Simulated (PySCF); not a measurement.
F⁺: excitation energy

F⁺ [He] 2s2 2p4 (3P) → F⁺ [He] 2s1 2p5 (3P), as a difference of total energies. Computed with PySCF 2.14 in dyall-acv3z, with the spin-free X2C one-electron Hamiltonian (Gaussian nucleus). Correlated levels: valence and next inner shell: nothing frozen; virtual orbitals above 40 to 60 times the deepest correlated orbital energy dropped. The calculations carry no spin-orbit coupling.

```json
{"method": "UHF", "excitation energy (cm⁻¹)": "175770", "error (cm⁻¹)": "+10982"}
{"method": "MP2 (valence and next inner shell)", "excitation energy (cm⁻¹)": "167880", "error (cm⁻¹)": "+3094"}
{"method": "SCS-MP2 (valence and next inner shell)", "excitation energy (cm⁻¹)": "167410", "error (cm⁻¹)": "+2624"}
{"method": "CCSD (valence and next inner shell)", "excitation energy (cm⁻¹)": "165990", "error (cm⁻¹)": "+1200"}
{"method": "CCSD(T) (valence and next inner shell)", "excitation energy (cm⁻¹)": "165260", "error (cm⁻¹)": "+470"}
```

Reference: 164790 cm⁻¹ (measured; NIST levels, between the centres of gravity of the two terms).

Errors of the correlated levels include the incompleteness of this basis.
